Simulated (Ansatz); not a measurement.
W₂S₄⁻: single points at one geometry.

```yaml
crystal:
  periodic: [false, false, false]
  atoms:
    - {symbol: W, position_ang: [1.177390, -0.294229, -0.069731]}
    - {symbol: W, position_ang: [-0.853679, 0.860657, 0.107205]}
    - {symbol: S, position_ang: [1.042532, -2.450902, -0.479342]}
    - {symbol: S, position_ang: [0.501944, 0.571418, 2.039292]}
    - {symbol: S, position_ang: [-2.682064, -0.334866, -0.149719]}
    - {symbol: S, position_ang: [0.813878, 1.647931, -1.447706]}
basis:
  gaussian: {orbitals: def2-TZVPD, initial_orbitals: start.molden}
total_charge: -1
magnetization: {spin_polarized: true, initial_magnetization: 1}
hamiltonian: {xc: pbe, dispersion: d4}
scf: {omitted_lower_state_checks: [starts]}
output: {orbitals: {seedname: orbitals}}
```

The file start.molden holds the orbitals of an earlier run on this structure, at another level or in another basis.

```sh
$ ansatz run in.yaml --threads 4 --pin off --events-out ev --progress --plain --max-ram 4787MiB
```

It prints (some lines left out):

```
Functional definition: PBE
1864 factors; their error is unknown
mean field evaluation 1: about -46987.1443 eV, gradient 1.1e1 eV
mean field evaluation 2: about -46987.3708 eV, gradient 4.1e-1 eV
mean field evaluation 4: about -46987.3823 eV, gradient 2.1e-1 eV
mean field evaluation 8: about -46987.3840 eV, gradient 2.3e-5 eV
mean field -46987.38398249 eV, -1726.7545121639 hartree, gradient 5.2e-6 eV, S^2 0.753603; 0 other end points of the search recorded, 0 dependent functions left out
reference -46987.38404546 eV, -1726.7545144780 hartree; 47, 46 occupied and 223, 224 virtual orbitals, 1864 factors
Total energy: -46987.85840821 eV, -1726.7719469874 hartree
Checks for a lower state left out: starts
```

It took 13 s on 4 threads of Arm Neoverse V2 on a shared host, peak host memory 0.68 GiB.

First input, but with `correlation: {method: mp2}` and without the key `hamiltonian` (abridged; 18 s):

```
Functional definition: HF
mean field -46890.25949755 eV, -1723.1852531754 hartree, gradient 3.9e-6 eV, S^2 2.563224
20 core orbitals not correlated: weight in the atoms' cores, before any rotation towards them, 1.000 or more for the frozen orbitals, at most 0.000 for the correlated occupied ones
second order -39.56538902 eV of doubles, -0.00000000 eV of singles
Total energy: -46929.82488657 eV, -1724.6392544037 hartree
Checks for a lower state left out: starts
```

First input, but with `gaussian: {orbitals: def2-SVPD, initial_orbitals: start.molden}`, `hamiltonian: {xc: {text: "exchange = 0.60*pbe_x + 0.40*exact_x\ncorrelation = pbe_c"}}` (abridged; 20 s):

```
Functional definition: unnamed
mean field evaluation 16: about -46971.5558 eV, gradient 1.9e-5 eV
mean field -46971.55575679 eV, -1726.1728355980 hartree, gradient 8.6e-6 eV, S^2 1.186116
Total energy: -46971.55578480 eV, -1726.1728366275 hartree
Checks for a lower state left out: starts
```

First input, but with `hamiltonian: {xc: pbe0, dispersion: d4}`, `output: {forces: true, orbitals: {seedname: orbitals}}` (abridged; 83 s):

```
Functional definition: PBE0
mean field -46986.90858080 eV, -1726.7370414739 hartree, gradient 1.2e-5 eV, S^2 0.895794
Total energy: -46987.32642707 eV, -1726.7523970411 hartree
Atom 0 force    -0.464529     0.084333     0.087367 eV/Å
Atom 1 force     0.071378    -0.448268     0.133644 eV/Å
Atom 2 force     0.132527     0.849618     0.139559 eV/Å
Atom 3 force    -0.145866    -0.226651    -1.045600 eV/Å
Atom 4 force     0.670692     0.547253     0.058881 eV/Å
Atom 5 force    -0.264201    -0.806285     0.626149 eV/Å
Dipole moment:     0.482399     0.818364     0.159152 e Å
Checks for a lower state left out: starts
```

The first input with `gaussian: {orbitals: def2-SVPD, initial_orbitals: start.molden}` (abridged; 8 s):

```
Functional definition: PBE
mean field -46972.05250459 eV, -1726.1910907429 hartree, gradient 1.6e-5 eV, S^2 0.753299
Total energy: -46972.52691264 eV, -1726.2085249171 hartree
Checks for a lower state left out: starts
```

As the first input, with `hamiltonian: {xc: {name: BHLYP}, dispersion: d4}` (abridged; 97 s):

```
Functional definition: BHLYP
mean field evaluation 16: about -46993.6357 eV, gradient 3.9e-6 eV
mean field -46993.63574392 eV, -1726.9842601586 hartree, gradient 3.9e-6 eV, S^2 1.227601
Total energy: -46994.51036241 eV, -1727.0164017952 hartree
Checks for a lower state left out: starts
```

As the first input, with `hamiltonian: {xc: r2scan, dispersion: d4}` (abridged; 35 s):

```
Functional definition: r2SCAN
mean field evaluation 16: about -47002.2059 eV, gradient 7.0e-6 eV
mean field -47002.20587392 eV, -1727.2992066270 hartree, gradient 7.0e-6 eV, S^2 0.938675
Total energy: -47002.30744575 eV, -1727.3029393231 hartree
Checks for a lower state left out: starts
```

Geometry: PBE-D4/def2-SVPD.

In the def2 sets W takes a core potential; there is no spin–orbit coupling. Correlated methods freeze 20 core orbitals; core or outer-core shells of W are correlated, in sets that lack core-valence functions. At MP2/def2-TZVPD, PBE with 40 % exact exchange/def2-SVPD, PBE0-D4/def2-TZVPD, BHLYP-D4/def2-TZVPD and others the charge -1 doublet is spin-contaminated (final ⟨S²⟩ up to 2.56, 0.75 for a pure state). The structure comes from a short search, and lower isomers may exist.
